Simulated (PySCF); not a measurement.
## Checking a proposed structure

A compound C₉H₁₆ gives the data below (simulated from a calculation) and was assigned the structure `C[C@@H]1C[C@H]2CC[C@@H](C1)C2`.

¹³C{¹H} NMR (computed): δ 49.9 (CH, 2C), 35.9 (CH2, 2C), 35.0 (CH2, 2C), 30.7 (CH2, 2C), 23.9 (CH2).

¹H NMR (600 MHz, computed): δ 1.96 (m, 2H), 1.83 (m, 2H), 1.80 (m, 2H), 1.71 (m, 2H), 1.21 (m, 2H), 1.17 (m, 2H), 0.90 (m, 2H), 0.79 (m, 2H).

Rapidly exchanging positions averaged, no relativistic terms, isolated molecule, single conformer. GIAO PBE0/pcSseg-1 shieldings; geometry from GFN2-xTB; PySCF 2.14.

Referencing at the same level of theory: TMS for ¹H and ¹³C.

Question: Compare with the shifts computed for the proposed structure, pairing carbons in order of shift.

Answer: Structure with atom numbers: `[CH3:1][C@@H:2]1[CH2:3][C@H:4]2[CH2:5][CH2:6][C@@H:7]([CH2:8]1)[CH2:9]2` (H(Xn): hydrogen on atom n).

```
atom  computed for proposal  given list  difference
  C3                   45.4        49.9        -4.5
  C8                   45.4        49.9        -4.5
  C9                   41.7        35.9        +5.8
  C4                   38.7        35.9        +2.8
  C7                   38.7        35.0        +3.7
  C5                   31.8        35.0        -3.2
  C6                   31.8        30.7        +1.1
  C2                   28.7        30.7        -2.0
  C1                   25.2        23.9        +1.3
```

The rms difference is 3.5 ppm and the largest +5.8 ppm at C9 (sp3 CH2 in a ring). The proposal also would give 6 carbon signals, not 5. The carbon types in order of shift don't match either: CH2, CH2, CH2, CH, CH, CH2, CH2, CH, CH3 for the proposal against CH, CH, CH2, CH2, CH2, CH2, CH2, CH2, CH2 in the data. The proposal doesn't fit.

Question: Which isomer fits?

Answer: `C1CC[C@@H]2CCC[C@H]2C1`.

1. Carbon types of the structure: 2 × CH, 7 × CH2, which accounts for all hydrogens.
2. δC 49.9: sp3 CH in a ring; aliphatic region, no heteroatom directly attached.
3. δC 35.9, 35.0, 30.7, 23.9: sp3 CH2 in a ring; aliphatic region, no heteroatom directly attached.
4. δH 1.96, 1.83, 1.80, 1.71, 1.21, 1.17, 0.90: hydrogen on an sp3 CH2 in a ring; far from electronegative atoms and π systems.
5. δH 0.79: hydrogen on an sp3 CH in a ring; far from electronegative atoms and π systems.

Other isomers checked: C[C@H]1CC12CCCCC2 (rms 9.2 ppm); C1CCC(C2CC2)CC1 (rms 13.4 ppm).

This is the structure that produced the data.

Shifts are as computed. Against solution values, carbons near 30 ppm lie about +3 ppm off and those near 130 ppm about +5 ppm. Of 1211 compounds with measured shifts, 218 miss one by over three times the rms of a fit or turn the order of signals round; such compounds aren't used in these exercises. No couplings were computed; multiplicities are counted from neighbouring protons, with m where these are inequivalent, close in shift, in a saturated or five-membered ring or joined by F or P, and br s for small geminal =CH2 splittings.
